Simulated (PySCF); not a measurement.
Numbering as in the mapped SMILES `[CH3:1][CH:2]([CH3:3])[O:4][C:5]1=[CH:6][O:7][BH2-:8][O+:9]=[CH:10]1`; H(Xn) means a hydrogen on atom n.

Theoretical values (PySCF 2.14): NMR shieldings at PBE0/pcSseg-1/GIAO, coordinates at the PBE0-D3(BJ)/def2-SVP level. In vacuum, no relativistic terms, one computed conformer, fast rotation and ring inversion assumed for equivalent nuclei.

δ = σ(ref) − σ, references computed at the same level: $^{13}$C and $^{1}$H against TMS; H2O for $^{17}$O; $^{11}$B vs BF3·OEt2.

```json
{"atoms": "B8", "nucleus": "$^{11}$B", "count": "1", "Hirshfeld charge": "0.05", "δ (ppm)": "?"}
{"atoms": "H(B8)", "nucleus": "$^{1}$H", "count": "2", "Hirshfeld charge": "-0.10", "δ (ppm)": "3.63"}
{"atoms": "C5", "nucleus": "$^{13}$C", "count": "1", "Hirshfeld charge": "0.02", "δ (ppm)": "145.0"}
{"atoms": "C1/C3", "nucleus": "$^{13}$C", "count": "2", "Hirshfeld charge": "-0.12", "δ (ppm)": "22.2"}
{"atoms": "H(C6)/H(C10)", "nucleus": "$^{1}$H", "count": "2", "Hirshfeld charge": "0.07", "δ (ppm)": "7.82"}
{"atoms": "H(C2)", "nucleus": "$^{1}$H", "count": "1", "Hirshfeld charge": "0.03", "δ (ppm)": "?"}
{"atoms": "C6/C10", "nucleus": "$^{13}$C", "count": "2", "Hirshfeld charge": "0.12", "δ (ppm)": "184.4"}
{"atoms": "O4", "nucleus": "$^{17}$O", "count": "1", "Hirshfeld charge": "-0.13", "δ (ppm)": "93.1"}
{"atoms": "C2", "nucleus": "$^{13}$C", "count": "1", "Hirshfeld charge": "0.05", "δ (ppm)": "80.2"}
{"atoms": "O7/O9", "nucleus": "$^{17}$O", "count": "2", "Hirshfeld charge": "-0.11", "δ (ppm)": "?"}
{"atoms": "H(C1)/H(C3)", "nucleus": "$^{1}$H", "count": "6", "Hirshfeld charge": "0.04", "δ (ppm)": "1.19"}
```

Question: Complete the table.

Answer: 
- H(C2): 3.15 ppm, hydrogen on an sp3 CH bonded to O; its carbon carries O, an electronegative neighbour
- O7/O9: 272.8 ppm, oxygen bonded to C, B, in a 6-membered ring
- B8: -1.3 ppm, boron bonded to 2 O, 2 H, in a 6-membered ring

Hydrogens on boron are broadened and split by $^{11}$B (spin 3/2, 80 %) and 10B (spin 3). Shifts are as computed. Against solution values, carbons near 30 ppm lie about +2 ppm off and those near 130 ppm about +5 ppm. Of 1313 compounds with measured shifts, 239 miss one by over three times the rms of a fit or turn the order of signals round; such compounds aren't used in these exercises. Unscaled 17O shifts of doubly bonded oxygen tend to come out too high, by tens of ppm or more. Experimental scales use liquid or dissolved standards, which lie at an offset from isolated H2O (liquid H2O: subtract about 36 ppm).
